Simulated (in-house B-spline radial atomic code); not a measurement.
## Yb IV (Yb3+): [Kr] 4d9 4f13 5s2 5p6 7g1 (an excited or competing configuration)

Level of theory: Dirac-Hartree-Fock, average of configuration, Fermi nucleus of rms radius 5.3108 fm; calculated with a radial B-spline atomic code at the basis-set limit.

Effective charges: Z_r = [3n² - l(l+1)]/(2<r>) from the radius, Z_e = n√(-2ε) from the energy, and Slater's rules. Values are occupation-weighted means over j. An effective charge above Z reflects the relativistic contraction of the inner shells.

```json
{"shell": "1s", "electrons": "2", "ε (eV)": "-61768", "<r> (bohr)": "0.01966", "Z_r": "76.30", "Z_e": "67.38", "Slater": "69.70"}
{"shell": "2s", "electrons": "2", "ε (eV)": "-10645", "<r> (bohr)": "0.08268", "Z_r": "72.57", "Z_e": "55.94", "Slater": "65.85"}
{"shell": "2p", "electrons": "6", "ε (eV)": "-9432.5", "<r> (bohr)": "0.07377", "Z_r": "67.78", "Z_e": "52.66", "Slater": "65.85"}
{"shell": "3s", "electrons": "2", "ε (eV)": "-2501.5", "<r> (bohr)": "0.2156", "Z_r": "62.61", "Z_e": "40.68", "Slater": "58.75"}
{"shell": "3p", "electrons": "6", "ε (eV)": "-2125", "<r> (bohr)": "0.215", "Z_r": "58.15", "Z_e": "37.49", "Slater": "58.75"}
{"shell": "3d", "electrons": "10", "ε (eV)": "-1641.8", "<r> (bohr)": "0.1962", "Z_r": "53.51", "Z_e": "32.96", "Slater": "48.85"}
{"shell": "4s", "electrons": "2", "ε (eV)": "-565.48", "<r> (bohr)": "0.487", "Z_r": "49.28", "Z_e": "25.79", "Slater": "42.25"}
{"shell": "4p", "electrons": "6", "ε (eV)": "-437.61", "<r> (bohr)": "0.5154", "Z_r": "44.63", "Z_e": "22.69", "Slater": "42.25"}
{"shell": "4d", "electrons": "9", "ε (eV)": "-262.96", "<r> (bohr)": "0.5568", "Z_r": "37.72", "Z_e": "17.59", "Slater": "31.20"}
{"shell": "5s", "electrons": "2", "ε (eV)": "-114.24", "<r> (bohr)": "1.178", "Z_r": "31.83", "Z_e": "14.49", "Slater": "14.05"}
{"shell": "5p", "electrons": "6", "ε (eV)": "-79.263", "<r> (bohr)": "1.347", "Z_r": "27.10", "Z_e": "12.07", "Slater": "14.05"}
{"shell": "4f", "electrons": "13", "ε (eV)": "-69.218", "<r> (bohr)": "0.6797", "Z_r": "26.48", "Z_e": "9.02", "Slater": "20.80"}
{"shell": "7g", "electrons": "1", "ε (eV)": "-4.4498", "<r> (bohr)": "15.83", "Z_r": "4.01", "Z_e": "4.00", "Slater": "-"}
```

The least bound orbital is 7g7/2 at -4.45 eV, and it is also the most diffuse (<r> = 15.83 bohr). The part-filled 4d shell lies below the filled 5p shell in orbital energy.

Spin-orbit splittings of the orbital energies (j = l + 1/2 above j = l - 1/2 when positive): 2p 1050 eV, 3p 226.7 eV, 3d 49.01 eV, 4p 52.09 eV, 4d 9.708 eV, 5p 7.673 eV, 4f 1.607 eV, 7g -0.0002692 eV.

For the 1s electron the small component carries 6.9 % of the norm, the zero-frequency Breit interaction raises the level by 202.4 eV, self-energy by 124.3 eV, and vacuum polarisation lowers it by 22.14 eV.
